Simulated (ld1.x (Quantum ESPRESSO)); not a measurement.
Cutoff test, vanadium, ultrasoft

ld1.x (Quantum ESPRESSO) 7.5 input, shortened:

```
&input
   title='V', zed=23., rel=2, dft='PBE', iswitch=3,
   config='[Ar] 3d3 4s2 4p0', rel_dist='average'
 /
 &inputp
   pseudotype=3, tm=.true., lloc=-2, rcloc=2.55,
   nlcc=.true., rcore=1.05,
   which_augfun='PSQ', rmatch_augfun_nc=.true.
 /
6
4S  1  0   2.00   0.00  2.40  3.20  0.0
4S  1  0   0.00   1.80  2.40  3.20  0.0
4P  2  1   0.00   0.00  0.90  1.10  0.0
4P  2  1   0.00   1.80  0.90  1.10  0.0
3D  3  2   3.00   0.00  1.02  1.08  0.0
3D  3  2   0.00   0.75  1.02  1.08  0.0
 &test
   configts(1)='3d3 4s2 4p0'
 /
```

Open shells are filled in proportion to 2j + 1 (rel_dist='average').

The pseudo-atom Hamiltonian at the reference potential is diagonalised in spherical Bessel functions j_l(qr) that vanish at 20 bohr, with q² up to the cutoff. All-electron valence levels (Ry): 4s -0.3456, 4p1/2 -0.1076, 4p3/2 -0.1054, 3d3/2 -0.3825, 3d5/2 -0.3777.

How do the lowest levels (Ry) of each channel move with the cutoff, and are there ghosts?

```json
{"cutoff (Ry)": "8", "s #1": "-0.3456", "s #2": "0.0020", "p1/2 #1": "-1.5232", "p1/2 #2": "-0.0396", "p1/2 #3": "0.0656", "p3/2 #1": "-1.5158", "p3/2 #2": "-0.0391", "p3/2 #3": "0.0659", "d3/2 #1": "0.0425", "d5/2 #1": "0.0425", "f #1": "0.1064", "Σ f·Δε (mRy)": "1266.6"}
{"cutoff (Ry)": "12", "s #1": "-0.3456", "s #2": "0.0020", "p1/2 #1": "-2.1168", "p1/2 #2": "-0.0611", "p1/2 #3": "0.0568", "p3/2 #1": "-2.0954", "p3/2 #2": "-0.0601", "p3/2 #3": "0.0572", "d3/2 #1": "0.0400", "d5/2 #1": "0.0401", "f #1": "0.1064", "Σ f·Δε (mRy)": "1259.3"}
{"cutoff (Ry)": "18", "s #1": "-0.3456", "s #2": "0.0020", "p1/2 #1": "-2.6287", "p1/2 #2": "-0.0810", "p1/2 #3": "0.0507", "p3/2 #1": "-2.5944", "p3/2 #2": "-0.0796", "p3/2 #3": "0.0511", "d3/2 #1": "0.0347", "d5/2 #1": "0.0348", "f #1": "0.1064", "Σ f·Δε (mRy)": "1243.4"}
{"cutoff (Ry)": "30", "s #1": "-0.3456", "s #2": "0.0020", "p1/2 #1": "-2.9694", "p1/2 #2": "-0.1006", "p1/2 #3": "0.0458", "p3/2 #1": "-2.9293", "p3/2 #2": "-0.0987", "p3/2 #3": "0.0462", "d3/2 #1": "-0.0023", "d5/2 #1": "-0.0018", "f #1": "0.1064", "Σ f·Δε (mRy)": "1133.2"}
{"cutoff (Ry)": "40", "s #1": "-0.3456", "s #2": "0.0020", "p1/2 #1": "-3.0252", "p1/2 #2": "-0.1055", "p1/2 #3": "0.0447", "p3/2 #1": "-2.9852", "p3/2 #2": "-0.1034", "p3/2 #3": "0.0451", "d3/2 #1": "-0.1417", "d5/2 #1": "-0.1393", "f #1": "0.1064", "Σ f·Δε (mRy)": "718.4"}
{"cutoff (Ry)": "50", "s #1": "-0.3456", "s #2": "0.0020", "p1/2 #1": "-3.0394", "p1/2 #2": "-0.1072", "p1/2 #3": "0.0443", "p3/2 #1": "-3.0000", "p3/2 #2": "-0.1049", "p3/2 #3": "0.0448", "d3/2 #1": "-0.2733", "d5/2 #1": "-0.2695", "f #1": "0.1064", "Σ f·Δε (mRy)": "326.0"}
{"cutoff (Ry)": "60", "s #1": "-0.3456", "s #2": "0.0020", "p1/2 #1": "-3.0412", "p1/2 #2": "-0.1075", "p1/2 #3": "0.0442", "p3/2 #1": "-3.0021", "p3/2 #2": "-0.1053", "p3/2 #3": "0.0447", "d3/2 #1": "-0.3381", "d5/2 #1": "-0.3336", "f #1": "0.1064", "Σ f·Δε (mRy)": "132.9"}
{"cutoff (Ry)": "80", "s #1": "-0.3456", "s #2": "0.0020", "p1/2 #1": "-3.0415", "p1/2 #2": "-0.1076", "p1/2 #3": "0.0442", "p3/2 #1": "-3.0023", "p3/2 #2": "-0.1054", "p3/2 #3": "0.0447", "d3/2 #1": "-0.3778", "d5/2 #1": "-0.3730", "f #1": "0.1064", "Σ f·Δε (mRy)": "14.4"}
{"cutoff (Ry)": "110", "s #1": "-0.3456", "s #2": "0.0020", "p1/2 #1": "-3.0422", "p1/2 #2": "-0.1076", "p1/2 #3": "0.0442", "p3/2 #1": "-3.0029", "p3/2 #2": "-0.1054", "p3/2 #3": "0.0447", "d3/2 #1": "-0.3819", "d5/2 #1": "-0.3771", "f #1": "0.1064", "Σ f·Δε (mRy)": "2.0"}
{"cutoff (Ry)": "140", "s #1": "-0.3456", "s #2": "0.0020", "p1/2 #1": "-3.0423", "p1/2 #2": "-0.1076", "p1/2 #3": "0.0442", "p3/2 #1": "-3.0031", "p3/2 #2": "-0.1054", "p3/2 #3": "0.0447", "d3/2 #1": "-0.3824", "d5/2 #1": "-0.3775", "f #1": "0.1064", "Σ f·Δε (mRy)": "0.7"}
{"cutoff (Ry)": "180", "s #1": "-0.3456", "s #2": "0.0020", "p1/2 #1": "-3.0424", "p1/2 #2": "-0.1076", "p1/2 #3": "0.0442", "p3/2 #1": "-3.0031", "p3/2 #2": "-0.1054", "p3/2 #3": "0.0447", "d3/2 #1": "-0.3825", "d5/2 #1": "-0.3777", "f #1": "0.1064", "Σ f·Δε (mRy)": "0.2"}
{"cutoff (Ry)": "400", "s #1": "-0.3456", "s #2": "0.0020", "p1/2 #1": "-3.0424", "p1/2 #2": "-0.1076", "p1/2 #3": "0.0442", "p3/2 #1": "-3.0031", "p3/2 #2": "-0.1054", "p3/2 #3": "0.0447", "d3/2 #1": "-0.3826", "d5/2 #1": "-0.3778", "f #1": "0.1064", "Σ f·Δε (mRy)": "0.0"}
```

Result: ghost states, extra bound levels that the all-electron valence spectrum of the same l lacks: p1/2 at -41.4 eV, p3/2 at -40.9 eV (a true bound ghost makes a file unfit for plane-wave use); 10 mRy is reached at 90 Ry and 1 mRy at 140 Ry.

2 of 7 tests not solved or not reliable.
